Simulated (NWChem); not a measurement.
System: SiBr4; SMILES Br[Si](Br)(Br)Br

All runs: NWChem. Pople sets run with spherical d functions. Geometry: optimised at B3LYP/6-31G* (spherical d).

Problem. Estimate the computed values for B3LYP/6-31G*. Quantities: highest occupied level (eV); orbital gap (eV).

Solution. 
```yaml
highest occupied level (eV): -8.44
orbital gap (eV): 6.05
```
